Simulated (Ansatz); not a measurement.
One change: `N=C(N)F` becomes `N=C(N)[SiH2]N`.

Ansatz, PBE0-D4/def2-TZVP geometries, multiplicity 1. Each molecule was computed in one conformer, which needn't be the lowest.

```
                                        property  `N=C(N)F`
             LUMO energy (B3LYP/def2-TZVPP) / eV       0.51
            HOMO–LUMO gap (PBE0/def2-TZVPP) / eV       8.44
           LUMO energy (ωB97M-V/def2-TZVPP) / eV       2.31
size of the dipole moment (B3LYP/def2-TZVPP) / D       2.11
             HOMO–LUMO gap (PBE/def2-TZVPP) / eV       6.15
               HOMO energy (PBE/def2-TZVPP) / eV      -6.17
```

Task: What does the change do to each property? (Estimate.)

Result: Computed: 
```tsv
property	`N=C(N)[SiH2]N`	shift
LUMO energy (B3LYP/def2-TZVPP) / eV	-0.30	-0.81
HOMO–LUMO gap (PBE0/def2-TZVPP) / eV	6.70	-1.74
LUMO energy (ωB97M-V/def2-TZVPP) / eV	1.63	-0.68
size of the dipole moment (B3LYP/def2-TZVPP) / D	2.61	0.50
HOMO–LUMO gap (PBE/def2-TZVPP) / eV	4.51	-1.64
HOMO energy (PBE/def2-TZVPP) / eV	-5.46	0.71
```

With PBE0 the HOMO rises by 0.77 eV and the LUMO falls by 0.96 eV, so the gap narrows by about 1.73 eV. PBE moves the HOMO by 0.71 eV and ωB97M-V by 0.80 eV. Dipoles are sizes alone; their direction can turn.

B3LYP here is the variant with VWN-RPA as its local correlation; programs differ in this.
